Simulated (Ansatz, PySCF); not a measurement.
C₅H₆O₂, SMILES C=C=CCC(=O)O. Atoms are numbered in the order given.

```xyz
13

C     -3.2917     0.6125     0.3818
C     -2.0758     0.1345     0.4961
C     -0.8585    -0.3443     0.6056
C      0.0903    -0.5201    -0.5515
C      1.4954    -0.0607    -0.2152
O      1.9284     0.1339     0.8961
O      2.2462     0.0797    -1.3292
H     -3.4942     1.6848     0.4798
H     -4.1479    -0.0435     0.1894
H     -0.4765    -0.6332     1.5922
H      0.1758    -1.5898    -0.8234
H     -0.2589    -0.0024    -1.4563
H      3.1359     0.3430    -1.0268
```
Charge 0, spin multiplicity 1.

Geometry: TPSSh-D3(BJ)/def2-SVP. The values are those of a single conformer.

Two levels are set side by side: PBE-D3(BJ)/def2-SVP (Ansatz, a program for electronic structure) and TPSSh-D3(BJ)/def2-SVP (PySCF). Each level has its own optimised geometry; the coordinates shown are those of the second. Frequencies come from the Hessian of PySCF at each geometry. Differences are taken from unrounded values.

| quantity | TPSSh-D3(BJ) |
|---|---|
| mean bond length (Å) | 1.223 |
| bond C1–C2 (Å) | 1.311 |
| bond C2–C3 (Å) | 1.313 |
| bond C3–C4 (Å) | 1.507 |
| bond C4–C5 (Å) | 1.516 |
| bond C5–O6 (Å) | 1.208 |
| bond C5–O7 (Å) | 1.351 |
| bond C1–H8 (Å) | 1.096 |
| bond C1–H9 (Å) | 1.096 |
| bond C3–H10 (Å) | 1.097 |
| bond C4–H11 (Å) | 1.107 |
| bond C4–H12 (Å) | 1.099 |
| bond O7–H13 (Å) | 0.976 |
| highest harmonic wavenumber (cm⁻¹) | 3704 |
| mean harmonic wavenumber (cm⁻¹) | 1317 |
| zero-point energy (kcal/mol) | 62.12 |

What does PBE-D3(BJ) give, and how far is it from TPSSh-D3(BJ)? (An estimate is asked for; the answer gives what the named calculation found.)


```tsv
quantity	PBE-D3(BJ)	PBE-D3(BJ) minus TPSSh-D3(BJ)
mean bond length (Å)	1.229	0.006
bond C1–C2 (Å)	1.317	0.005
bond C2–C3 (Å)	1.318	0.006
bond C3–C4 (Å)	1.507	0.001
bond C4–C5 (Å)	1.519	0.003
bond C5–O6 (Å)	1.215	0.007
bond C5–O7 (Å)	1.357	0.006
bond C1–H8 (Å)	1.104	0.008
bond C1–H9 (Å)	1.104	0.008
bond C3–H10 (Å)	1.106	0.009
bond C4–H11 (Å)	1.116	0.009
bond C4–H12 (Å)	1.108	0.008
bond O7–H13 (Å)	0.982	0.006
highest harmonic wavenumber (cm⁻¹)	3620	-84
mean harmonic wavenumber (cm⁻¹)	1281	-36
zero-point energy (kcal/mol)	60.44	-1.68
```

GGA bonds tend to be longer and softer than those of functionals with exact exchange. Differences between two approximate levels are no errors against the true value.
